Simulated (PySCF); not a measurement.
Removal energies of K+ from EOM-IP-GCCSD

Reference: closed-shell K+, [Ar]; one electron is removed. Calculated with PySCF 2.14, two-component X2C-1e with screened spin-orbit coupling, x2c-TZVPPall-2c with one added diffuse shell each of s, p, d type (7s7p4d, 48 functions); frozen 1s2; all 78 virtual spinors kept. No Breit or QED terms. Binding energies in eV.

```json
{"level": "2p1/2", "Koopmans": "321.52", "second order": "309.81", "EOM-CCSD": "313.22"}
{"level": "2p3/2", "Koopmans": "318.50", "second order": "306.87", "EOM-CCSD": "310.26"}
{"level": "3s1/2", "Koopmans": "53.796", "second order": "48.389", "EOM-CCSD": "48.618"}
{"level": "3p1/2", "Koopmans": "32.048", "second order": "31.167", "EOM-CCSD": "31.437"}
{"level": "3p3/2", "Koopmans": "31.745", "second order": "30.890", "EOM-CCSD": "31.156"}
```

One-hole weights below 0.9, a sign of mixing with satellites: 3s1/2 (0.82).

In EOM-CCSD the overlap with the one-orbital guess is low for 2p3/2 (weight 0.83). That can mean mixing with two-hole, one-particle states, where second order and EOM-CCSD lose accuracy, or only a rotation among the degenerate components of the shell; the terms of those configurations are not listed.

For comparison, the ionisation energy of K+ is 31.625 eV (measured; NIST Atomic Spectra Database, ionization energies).

The screened spin-orbit operator tends to give fine-structure splittings of light species too large.

Gaps of this size point to the basis (7s7p4d), which has few functions of high l to correlate and polarise the inner shells.

Where second order misses EOM-CCSD by more than 1 eV, it overshoots the relaxation and correlation of that hole or particle, which higher orders damp.
